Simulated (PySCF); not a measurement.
## Tellurium: a sound run and one with changed settings

Sound run: Te⁺ [Kr] 4d10 5s2 5p3, Te²⁺ [Kr] 4d10 5s2 5p2. Computed with PySCF 2.14 in aug-cc-pVDZ-PP with ECP28MDF (5s4p3d, 32 functions), with a scalar-relativistic core potential. In the sound run the correlated levels freeze 4s2 4p6 4d10 outside the core potential. The sound run starts from symmetry-adapted Hartree-Fock orbitals and uses a fine grid where one is needed.

Changed run: all electrons correlated in a basis built for the valence shell.

```csv
species,method,sound run (hartree),changed run (hartree),converged
Te⁺,MP2,-266.76343,-266.79070,yes
Te²⁺,MP2,-266.07774,-266.10328,yes
```

Ionisation energy of Te⁺:

| method | sound run (eV) | changed run (eV) |
| --- | --- | --- |
| UHF | 18.353 | 18.353 |
| MP2 | 18.659 | 18.706 |
| SCS-MP2 | 18.554 | 18.580 |

A valence basis has no tight correlating functions, so it recovers only part of the core correlation, and not evenly between atom and ion.

For comparison, NIST gives 18.6 ± 0.4 eV between the lowest levels.
